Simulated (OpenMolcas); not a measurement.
Tc4+ among 8 point charges of -1.2 e arranged as a cube (Oh).

```json
{
 "Program": "OpenMolcas",
 "Method": "CASSCF",
 "Basis": "ANO-RCC-VDZP [6s5p3d1f]",
 "Scalar Hamiltonian": "DKH2, point nucleus",
 "Active space": "3 electrons in 5 orbitals (4d)",
 "State averaging": "2S+1 = 4 even, 10 roots; 2S+1 = 2 even, 40 roots",
 "Spin-orbit coupling": "state interaction with AMFI integrals over the reference wave functions"
}
```

All point charges move together. At R = 1.64 Å |10Dq| is 13707 cm-1, and at R = 1.94 Å it is 6076 cm-1.

Problem. A third run gives 8996 cm-1. What distance was it run at?

Solution. With a power law R^-n the two known points give n = -ln(6076 / 13707) / ln(1.94 / 1.64) = 4.84. Then R = 1.64 × (13707 / 8996)^(1/4.84) = 1.789 Å. The run was at 1.79 Å, so the estimate is off by -0.001 Å.

An orbital triplet at a regular site is open to Jahn-Teller coupling, which can distort the site and quench the lowest spin-orbit gaps and is left out. Without dynamic correlation the repulsion within the d shell is too large (B by tens of per cent), so at a given field states of lower spin stand too high. Point charges give a weaker field than real ligands, and real ions of this kind are as a rule low spin; the high spin found here belongs to the model. This shell can be high or low spin here, a state of another spin lies low, and with metal d orbitals alone active their balance is uncertain, so the ground spin may be wrong (holds for R = 1.64). Point charges carry no covalency, so the field is a model and not that of real ligands. No measured value stands beside these numbers.
